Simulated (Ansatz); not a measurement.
`C[SiH2]C(=N)O` → `OC1C[SiH2]N1`  (isomerisation)

Computed with Ansatz on PBE0-D4/def2-TZVP structures; ΔE is electronic, products minus reactants. CBS: MP2 limit from def2 TZ/QZ plus the TZ coupled-cluster correction, frozen cores. Each species was taken in one conformer, which may not be the lowest.

```tsv
level	ΔE (kcal/mol)
MP2/def2-SVP	3.2
HF/def2-QZVPP	4.4
```

(1) What does CCSD(T)/CBS give? (An estimate is asked.)

Largest T1 diagnostic among the species: 0.013.

Results:

(1) Computed: +1.9 kcal/mol. The listed levels differ from it by 1.3, 2.5 kcal/mol.

From BLYP to BHLYP (50 % exact exchange), in def2-TZVPP and without D4, ΔE moves by −7.4 kcal/mol. In def2-TZVPP, CCSD(T) changes the Hartree–Fock value by −1.8 kcal/mol (the triples alone add +0.8 kcal/mol) and MP2 by −3.8 kcal/mol. Leaving LDA and LC-ωPBE aside and taking each functional with its dispersion term where it has one, the values, not all of them listed here, spread over 9.9 kcal/mol, from PBE-QIDH to BLYP-D4. LDA lies −6.9 kcal/mol from PBE without D4.

CCSD(T)/CBS has its own doubt, a few kJ/mol and more with outer-core shells, so smaller differences from it don't rank the levels.
